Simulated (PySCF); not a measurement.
A geometry optimisation, step by step.

CH4BNP2.
Bonds: N1–C2 (triple), C2–B3, B3–P4, B3–P5. Hydrogens: H6, H7 on P4; H8, H9 on P5.

Method: PBE0-D3(BJ)/def2-SVP geometry optimisation, gas phase in PySCF 2.14.0; density fitting, grid level 1; the optimiser is geomeTRIC in internal coordinates, started from a GFN2-xTB structure with every atom displaced at random (about 0.01 Å). The frame can shift and turn from step to step; on so coarse a grid that alone can change the energy by a few meV, and forces under 0.02 eV/Å are noise.

Step 0: E = -21826.1877 eV, largest atomic force 3.602 eV/Å
```
atom  x, y, z in Å  |  force x, y, z in eV/Å
N1      0.360    2.811    0.265    0.603   3.475   0.730
C2      0.161    1.720    0.023   -0.526  -2.842  -0.613
B3     -0.060    0.242   -0.218    0.712  -0.460  -0.270
P4      1.383   -0.724   -1.017   -1.232   0.228  -0.932
P5     -1.781   -0.449   -0.071   -0.620   0.511  -0.285
H6      1.271   -1.921   -0.330   -0.106  -0.809   0.340
H7      2.449   -0.231   -0.323    1.064   0.640   0.694
H8     -1.519   -1.664    0.526    0.213  -0.983   0.265
H9     -2.205    0.199    1.111   -0.108   0.240   0.071
```

Step 1: E = -21826.3312 eV, largest atomic force 0.386 eV/Å
```
atom  x, y, z in Å  |  force x, y, z in eV/Å
N1      0.444    2.836    0.276   -0.093  -0.255  -0.088
C2      0.224    1.720    0.028    0.129   0.345   0.098
B3     -0.013    0.229   -0.219   -0.214  -0.121   0.027
P4      1.380   -0.770   -1.007    0.295  -0.067   0.240
P5     -1.787   -0.438   -0.073    0.160  -0.108   0.148
H6      1.238   -2.017   -0.319    0.023   0.188  -0.105
H7      2.498   -0.245   -0.274   -0.237  -0.130  -0.171
H8     -1.510   -1.710    0.523   -0.075   0.175  -0.094
H9     -2.199    0.251    1.104    0.013  -0.027  -0.053
```

Step 2: E = -21826.3387 eV, largest atomic force 0.099 eV/Å
```
atom  x, y, z in Å  |  force x, y, z in eV/Å
N1      0.438    2.837    0.264   -0.035  -0.032  -0.036
C2      0.226    1.718    0.031    0.031   0.055   0.057
B3     -0.013    0.222   -0.204   -0.053  -0.053  -0.043
P4      1.389   -0.765   -1.002    0.027   0.009   0.049
P5     -1.785   -0.438   -0.067    0.087   0.019   0.043
H6      1.255   -2.010   -0.329    0.005   0.004  -0.015
H7      2.499   -0.248   -0.279   -0.031  -0.013  -0.026
H8     -1.533   -1.710    0.519   -0.019   0.009  -0.021
H9     -2.201    0.249    1.105   -0.011   0.002  -0.009
```

Step 3: E = -21826.3398 eV, largest atomic force 0.049 eV/Å
```
atom  x, y, z in Å  |  force x, y, z in eV/Å
N1      0.421    2.842    0.260   -0.017   0.027  -0.016
C2      0.222    1.719    0.034    0.022  -0.037   0.022
B3     -0.009    0.221   -0.200   -0.005  -0.021  -0.028
P4      1.393   -0.766   -0.999   -0.029   0.025  -0.011
P5     -1.778   -0.436   -0.064    0.020   0.031   0.016
H6      1.262   -2.013   -0.333   -0.003  -0.017   0.008
H7      2.503   -0.251   -0.280    0.025   0.013   0.014
H8     -1.540   -1.711    0.514   -0.004  -0.021  -0.001
H9     -2.200    0.251    1.106   -0.009   0.000  -0.004
```

Step 4: E = -21826.3403 eV, largest atomic force 0.045 eV/Å
```
atom  x, y, z in Å  |  force x, y, z in eV/Å
N1      0.409    2.844    0.250   -0.004   0.034  -0.006
C2      0.222    1.718    0.036   -0.001  -0.043   0.014
B3     -0.006    0.218   -0.195    0.016   0.006  -0.014
P4      1.398   -0.762   -0.997   -0.028   0.001  -0.025
P5     -1.774   -0.435   -0.059   -0.012   0.018  -0.003
H6      1.271   -2.013   -0.337    0.001  -0.014   0.009
H7      2.508   -0.247   -0.279    0.024   0.015   0.020
H8     -1.550   -1.717    0.509    0.004  -0.016   0.006
H9     -2.203    0.249    1.110   -0.001  -0.002   0.000
```

Step 5: E = -21826.3404 eV, largest atomic force under 0.02 eV/Å
```
atom  x, y, z in Å  |  force x, y, z in eV/Å
N1      0.398    2.847    0.246   -0.003   0.011  -0.004
C2      0.219    1.718    0.037    0.003  -0.016   0.006
B3     -0.004    0.217   -0.194    0.008   0.006   0.000
P4      1.400   -0.760   -0.996   -0.003   0.000  -0.012
P5     -1.772   -0.435   -0.058   -0.016  -0.001  -0.007
H6      1.276   -2.013   -0.338    0.000   0.000   0.005
H7      2.510   -0.244   -0.277    0.005   0.004   0.007
H8     -1.551   -1.720    0.505    0.004  -0.003   0.003
H9     -2.202    0.246    1.112    0.002  -0.001   0.002
```

**Question.** Summarise the path.

**Answer.** The energy falls by 0.1527 eV from step 0 to step 5; nine tenths of that is first reached at step 1. It falls at every step. The largest force goes from 3.602 to under 0.02 eV/Å. Among the bonds P4–H7 changes most, from 1.364 to 1.420 Å; the atoms move by 0.047 Å rms after alignment.

**Question.** Follow the three bonds and two angles with the largest change from start to end.

**Answer.** 
| step | E above end (eV) | largest force (eV/Å) | P4–H7 (Å) | P5–H8 (Å) | P4–H6 (Å) | H8–P5–H9 (°) | N1–C2–B3 (°) |
| --- | --- | --- | --- | --- | --- | --- | --- |
| 0 | 0.1527 | 3.602 | 1.364 | 1.379 | 1.385 | 95.7 | 176.3 |
| 1 | 0.0092 | 0.386 | 1.436 | 1.432 | 1.431 | 98.2 | 176.3 |
| 2 | 0.0017 | 0.099 | 1.422 | 1.423 | 1.422 | 98.3 | 176.8 |
| 3 | 0.0006 | 0.049 | 1.419 | 1.421 | 1.420 | 98.5 | 177.3 |
| 4 | 0.0001 | 0.045 | 1.419 | 1.420 | 1.420 | 98.8 | 177.8 |
| 5 | 0.0000 | under 0.02 | 1.420 | 1.421 | 1.421 | 98.9 | 178.2 |

The cost below is that of the whole optimisation. On an Arm Neoverse N1 with one thread, no GPU, shared host, this took 29 s wall and 0.41 GiB of memory at its peak.
